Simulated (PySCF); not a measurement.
C2H3F2, SMILES [C](C)(F)F, multiplicity 2. Geometry: PBE-D3(BJ)/def2-SVP. The isomer is the one that the SMILES or the coordinates give; other isomers of the formula were not compared.

All values below come from PBE-D3(BJ)/def2-SVP in PySCF.

Harmonic wavenumbers (cm⁻¹): 197, 365, 442, 525, 852, 944, 1041, 1234, 1254, 1354, 1392, 1396, 2926, 3054, 3107. Rotational constants (GHz): 9.993, 9.086, 5.031; symmetry number 1.

Q: Work out the zero-point energy and the ideal-gas rigid-rotor harmonic-oscillator thermochemistry at 298.15 K and 1 atm.

A: ZPE = ½ Σ hcν = ½ × 20085 cm⁻¹ = 120.13 kJ/mol. H − E(el) = 134.20 kJ/mol. Entropy in J/(mol K): translation 160.82, rotation 100.70, vibration 21.65, spin 5.76, total 288.93. G − E(el) = 48.06 kJ/mol. Cp = 66.74 J/(mol K).
